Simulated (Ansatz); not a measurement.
C2H8OSn can be A, `OC[CH2][SnH3]`, or B, `CC[O][SnH3]`.

Computed with Ansatz on PBE0-D4/def2-TZVP structures; ΔE is electronic, products minus reactants. CCSD(T)/CBS adds triple-zeta CCSD(T) − MP2 to the extrapolated MP2 energy (def2 sets, frozen cores). Functionals use def2-TZVPP. B3LYP here is the variant with VWN-RPA as its local correlation; programs differ in this. def2 core potentials past Kr. For Sn outer-core shells are correlated without core-valence functions, which leaves a few kJ/mol of doubt a bond. One conformer a species, not always the lowest.

A:

```xyz
12

O     1.2621   -1.7375    1.1479
C     0.8158   -0.8766    0.1148
C    -0.2674    0.0098    0.6733
Sn   -1.0569    1.3824   -0.7783
H     1.9532   -2.3051    0.7974
H     0.4279   -1.4617   -0.7317
H     1.6486   -0.2655   -0.2623
H     0.1197    0.5920    1.5130
H    -1.0944   -0.5983    1.0474
H    -1.7326    0.5205   -2.0918
H    -2.2668    2.3491   -0.0601
H     0.1909    2.3911   -1.3696
```

B:

Z-matrix (Å, degrees):
```
C
C 1 1.511
H 1 1.092 2 110.3
H 1 1.093 2 110.7 3 120.2
H 1 1.092 2 110.3 3 -119.5
O 2 1.408 1 109.1 3 59.7
H 2 1.102 1 109.5 3 -61.9
H 2 1.102 1 109.5 3 -178.6
Sn 6 1.967 2 118.9 1 179.9
H 9 1.709 6 107.5 2 -60.2
H 9 1.709 6 107.5 2 59.2
H 9 1.699 6 103.9 2 179.5
```

(1) Which isomer does CCSD(T)/CBS put lower? Give the gap. (An estimate is asked.)

(2) Give E(B) − E(A) in kcal/mol with B2PLYP, CCSD/def2-TZVPP, B3LYP, CCSD(T)/def2-TZVPP, B3LYP-D4, r2SCAN-D4, ωB97M-V. (Estimate.)

Largest T1 diagnostic: 0.013.

Answers

(1) Computed: B, by 9.1 kcal/mol.

(2) Ansatz gave: B2PLYP -10.3, CCSD/def2-TZVPP -8.5, B3LYP -10.6, CCSD(T)/def2-TZVPP -8.4, B3LYP-D4 -10.4, r2SCAN-D4 -10.1, ωB97M-V -8.9. None reverses the order clearly.

In def2-TZVPP, CCSD(T) changes the Hartree–Fock value by +3.4 kcal/mol (the triples alone add +0.1 kcal/mol) and MP2 by +3.8 kcal/mol.
